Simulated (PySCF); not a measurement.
First SCF of a structure search on singlet WCl2, at a hand-made linear geometry. PySCF input:

```python
from pyscf import gto, scf, dft
mol = gto.M(atom='''
W      0.000000     0.000000     0.000000
Cl     0.000000     0.000000     2.360000
Cl     0.000000     0.000000    -2.360000''',
    basis={'W': 'def2-TZVP', 'Cl': 'def2-TZVP'},
    ecp={'W': 'def2-TZVP'},
    charge=0, spin=0)
mf = dft.RKS(mol, xc='PBE')
mf.grids.atom_grid = (50, 194)
aux = {'W': 'def2-universal-JKFIT', 'Cl': 'def2-universal-JKFIT'}
mf = mf.density_fit(auxbasis=aux)
mf.conv_tol = 1e-08
mf.diis_space = 10
mf.max_cycle = 60
mf.init_guess = 'minao'
mf.verbose = 4
mf.kernel()
```

Excerpt of the output (cycles and frontier levels):

```
init E= -968.612153497741
cycle= 1 E= -987.052333662974  delta_E= -18.4  |g|= 0.574  |ddm|= 6.92
cycle= 2 E= -982.009284251639  delta_E= 5.04  |g|= 4.09  |ddm|= 2.78
  HOMO = -0.157884242256469  LUMO = -0.155664014558705  gap/eV = 0.06042
cycle= 3 E= -987.133735945431  delta_E= -5.12  |g|= 0.222  |ddm|= 2.59
  HOMO = -0.199076757343882  LUMO = -0.196916208774533  gap/eV = 0.05879
cycle= 4 E= -987.140738042544  delta_E= -0.007  |g|= 0.158  |ddm|= 0.376
  HOMO = -0.191618960714782  LUMO = -0.189935580595611  gap/eV = 0.04581
cycle= 5 E= -987.147960109998  delta_E= -0.00722  |g|= 0.025  |ddm|= 0.123
  HOMO = -0.188650934669372  LUMO = -0.187060094459484  gap/eV = 0.04329
cycle= 6 E= -987.148012495333  delta_E= -5.24e-05  |g|= 0.0131  |ddm|= 0.0958
  HOMO = -0.18846551605119  LUMO = -0.186889309962894  gap/eV = 0.04289
cycle= 7 E= -987.148189452757  delta_E= -0.000177  |g|= 0.00277  |ddm|= 0.0711
  HOMO = -0.188530168210999  LUMO = -0.186945091220068  gap/eV = 0.04313
cycle= 8 E= -987.148194044705  delta_E= -4.59e-06  |g|= 0.000769  |ddm|= 0.00945
  HOMO = -0.188509236128855  LUMO = -0.186922943684145  gap/eV = 0.04317
cycle= 9 E= -987.148194183702  delta_E= -1.39e-07  |g|= 0.000159  |ddm|= 0.00102
  HOMO = -0.18850044950181  LUMO = -0.18691547423692  gap/eV = 0.04313
cycle= 10 E= -987.148194191975  delta_E= -8.27e-09  |g|= 2.13e-05  |ddm|= 0.000166
  HOMO = -0.188508851109905  LUMO = -0.186924031127163  gap/eV = 0.04313
Extra cycle  E= -987.148194190012  delta_E= 1.96e-09  |g|= 8.21e-05  |ddm|= 0.000107
converged SCF energy = -987.148194190012
```

No lower solution of this spin was found from smeared starts or by a stability analysis within the restricted form, which does not test spin polarisation.

At the minimum of this search the closed-shell solution is unstable towards spin polarisation, so a lower open-shell solution exists. No spin–orbit coupling is included, which matters more the heavier the element.

The search for the lowest solution, 3 starts and the stability check together, took 9.2 s on 2 threads of a shared AMD EPYC 9B45 (Zen 5) host, with 114 basis functions; the process peaked at 0.41 GiB. Launch command: `OMP_NUM_THREADS=2 python axn.py task.json out`.
